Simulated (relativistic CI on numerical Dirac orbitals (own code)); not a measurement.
Calculated levels, Ba VII

These numbers are calculated, not measured: Dirac-Coulomb-Breit CI, orbitals from a KLI potential per configuration, a model potential for QED, valence Slater integrals scaled by 0.9, configuration energies shifted to the measured levels that pair with them (semi-empirical) (own radial code, finite nucleus).

Configuration list (outside the closed core [Kr] 4d10): 5s2 5p2, 5s 5p3, 5s2 5p 5d, 5s2 5p 6s, 5s2 4f2, 5p4, 5s2 5p 4f, 5s2 5d2, 5s 5p2 5d, 5s2 5p 5f, 5p2 4f2, 5s2 4f 5d, 5s 5p2 4f, 5s2 5p 5g, 5p2 5d2, 5s 5p 4f2, 5s 5p2 5f, 5s2 5p 6p, 5p3 4f, 5s 5p 4f 5d, 5s2 5f2, 5s 5p2 5g, 5p3 5d, 5s2 4f 5f, 5s2 5p 6d, 5s 5p 5d2, 5s2 4f 6s, 5s2 5d 5f, 5s 5p2 6s, 5s2 5p 7s. Levels of other configurations are missing.

The lowest level is 5s2 5p2 3P_0, with 85 % of that term; Hund's rules for 5s2 5p2 give 3P with J = 0, in agreement.

| No. | Configuration | Term | J | E (cm⁻¹) | % | Next component (%) | Lifetime (s) |
| --- | --- | --- | --- | --- | --- | --- | --- |
| 1 | 5s2 5p2 | 3P | 0 | 0.0 | 85 | 13 1S |  |
| 2 | 5s2 5p2 | 3P | 1 | 15102.1 | 98 | 1 5s 5p2 5d 3P | 1.87e-02 |
| 3 | 5s2 5p2 | 3P | 2 | 21208.9 | 58 | 39 1D | 4.30e-01 |
| 4 | 5s2 5p2 | 1D | 2 | 41842.2 | 57 | 39 3P | 5.25e-03 |
| 5 | 5s2 5p2 | 1S | 0 | 60271.4 | 83 | 13 3P | 1.48e-03 |
| 6 | 5s 5p3 | 5S° | 2 | 120267.0 | 90 | 8 3P° | 1.43e-08 |
| 7 | 5s2 5p 4f‡ | 3G | 3 | 147392.9 | 54 | 38 1F | 1.74e-04 |
| 8 | 5s 5p3 | 3D° | 1 | 148601.0 | 72 | 12 3P° | 7.27e-10 |
| 9 | 5s 5p3 | 3D° | 2 | 150132.7 | 70 | 14 3P° | 1.26e-09 |
| 10 | 5s2 5p 4f‡ | 3F | 3 | 150618.6 | 48 | 25 3D | 7.50e-06 |
| 11 | 5s2 5p 4f‡ | 3F | 2 | 152066.8 | 76 | 12 3D | 3.28e-05 |
| 12 | 5s2 5p 4f‡ | 3G | 4 | 152220.0 | 45 | 41 3F | 3.60e-04 |
| 13 | 5s 5p3 | 3D° | 3 | 156209.7 | 88 | 9 5s2 5p 5d 3D° | 1.64e-09 |
| 14 | 5s2 5p 4f‡ | 3G | 3 | 166525.7 | 36 | 33 1F | 9.12e-06 |
| 15 | 5s2 5p 4f‡ | 3F | 4 | 168636.1 | 52 | 45 3G | 9.12e-06 |
| 16 | 5s2 5p 4f‡ | 3G | 5 | 171246.9 | 97 | 1 5p3 4f 3G | 1.45e-02 |
| 17 | 5s 5p3 | 3P° | 0 | 172423.4 | 90 | 8 5s2 5p 5d 3P° | 4.38e-10 |
| 18 | 5s2 5p 4f‡ | 3D | 3 | 173162.1 | 69 | 19 3F | 2.02e-06 |
| 19 | 5s2 5p 4f‡ | 3D | 2 | 174533.7 | 74 | 18 3F | 4.41e-06 |
| 20 | 5s 5p3 | 3P° | 1 | 174699.7 | 74 | 12 3D° | 3.74e-10 |
| 21 | 5s 5p3 | 3P° | 2 | 175447.4 | 40 | 20 1D° | 5.21e-10 |
| 22 | 5s2 5p 4f‡ | 3D | 1 | 177216.9 | 97 | 1 5p3 4f 3D | 7.53e-06 |
| 23 | 5s2 5p 4f‡ | 1G | 4 | 181317.3 | 86 | 7 3G | 1.48e-05 |
| 24 | 5s2 5p 4f‡ | 1D | 2 | 185721.9 | 82 | 11 3D | 5.21e-06 |
| 25 | 5s2 5p 5d | 1D° | 2 | 191514.8 | 30 | 26 5s 5p3 1D° | 7.54e-10 |
| 26 | 5s2 5p 5d | 3F° | 2 | 204333.9 | 81 | 10 5s 5p3 1D° | 4.14e-10 |
| 27 | 5s 5p3 | 3S° | 1 | 206314.3 | 56 | 35 1P° | 3.57e-11 |
| 28 | 5s2 5p 5d | 3F° | 3 | 210413.6 | 89 | 3 3D° | 4.14e-10 |
| 29 | 5s2 5p 5d | 3F° | 4 | 224296.5 | 96 | 2 5s 5p2 4f 3F° | 1.07e-08 |
| 30 | 5s2 5p 5d | 3P° | 1 | 224860.6 | 19 | 19 1P° | 3.58e-11 |

Energies count from the lowest computed level; ° marks odd parity; lifetimes are radiative, by E1, M1, E2 decay to levels of this space only. ‡ marks configurations that were not tied to measured data.

The mean weight of the leading LS term, summed over parents, in these 30 levels is 70 %, and that of the leading jj configuration (from the same eigenvectors) 76 %.

Configurations whose levels could be paired with our table of measured levels were shifted onto them, all but the ground configuration, by the median error of their levels; single terms can still be off by 1,000 to 2,000 cm⁻¹ or more, and rates follow the energies as ν³ (E1, M1) or ν⁵ (E2). The others borrow a shift and can be off by several thousand cm⁻¹ or more. Levels and lines within the n = 5 or 6 shells can be off by up to 10 % or somewhat more, and those that change n by about 2 %, since core polarisation is missing. 20 of the 28 excited levels that our extract of the measured tables holds in this range could be paired (the sources list more); they are missed by 1244 cm⁻¹ on average and 10034 at most, after the shifts were fitted to these levels, and levels without a partner can miss by more. Levels that differ in their count of f electrons can be misplaced by several ten thousand cm⁻¹, since the correlation energy of f electrons is missing or only estimated; rates across such gaps can be off by orders of magnitude.

LS names give the leading component of a level, which can be under half, so a name can repeat, a term be missing and a line seem to break the LS rules.
